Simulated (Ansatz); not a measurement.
Computed with Ansatz.

A structure relaxed at PBE0-D4/def2-TZVP, charge 0, multiplicity 1:

Cartesian coordinates in Å:
```
N -1.573 1.044 -1.008
Si -0.082 0.274 -1.349
C 0.554 -0.928 -0.026
F -0.337 -2.021 0.055
Si 0.769 -0.194 1.703
H -1.637 1.770 -0.314
H -2.435 0.529 -1.078
H 0.971 1.316 -1.487
H -0.251 -0.505 -2.601
H 1.526 -1.320 -0.359
H -0.516 0.378 2.183
H 1.227 -1.233 2.661
H 1.784 0.891 1.620
```

Task: Give its formula and SMILES.

Result: CH8FNSi2, `N[SiH2]C(F)[SiH3]`.

Task: Point group (tolerance 0.08 Å, 0.16 Å for H)?

Result: C1.

Task: Summarise the bond lengths by kind.

Result: 1 × N–Si 1.712 Å; 2 × H–N 1.007 Å; 2 × C–Si 1.891 to 1.898 Å; 5 × H–Si 1.485 to 1.488 Å; 1 × C–F 1.412 Å; 1 × C–H 1.100 Å.
